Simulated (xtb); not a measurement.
Species: H2BF2N, SMILES `NB(F)F` (charge 0, multiplicity 1).

**Question.** Give a relaxed geometry from GFN2-xTB (xtb).

**Answer.** the end point of this relaxation (outside a Z-matrix the atoms follow the SMILES, hydrogens last).
Z-matrix (Å, degrees):
```
B
F 1 1.3258
F 1 1.3258 2 116.10
N 1 1.3815 2 121.94 3 179.97
H 4 1.0032 1 122.73 2 179.99
H 4 1.0033 5 114.54 1 -179.86
```
